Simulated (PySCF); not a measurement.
Argon: a sound run and one with changed settings

Sound run: Ar²⁺ [Ne] 3s2 3p4, Ar³⁺ [Ne] 3s2 3p3. All numbers are calculated (PySCF 2.14, no relativity, point nucleus, in def2-SVP (4s3p1d, 18 functions)). The sound run starts from symmetry-adapted Hartree-Fock orbitals and uses a fine grid where one is needed.

Changed run: radial step 0.5 in ln r (0.13 in the sound run). This setting is unsound on purpose.

```csv
species,method,sound run (hartree),changed run (hartree),converged
Ar²⁺,UHF,-525.10641,-525.10641,yes
Ar²⁺,M06-2X,-525.73869,-525.79647,yes
Ar²⁺,B3LYP,-525.76316,-525.77357,yes
Ar³⁺,UHF,-523.65706,-523.65706,yes
Ar³⁺,M06-2X,-524.24148,-524.28129,yes
Ar³⁺,B3LYP,-524.25851,-524.26875,yes
```

Ionisation energy of Ar²⁺:

| method | sound run (eV) | changed run (eV) |
| --- | --- | --- |
| UHF | 39.439 | 39.439 |
| M06-2X | 40.741 | 41.230 |
| B3LYP | 40.944 | 40.948 |

A coarse radial grid mis-integrates the density and the exchange-correlation energy, with errors of either sign; Hartree-Fock needs no grid.

For comparison, NIST gives 40.735 ± 0.012 eV between the lowest levels.
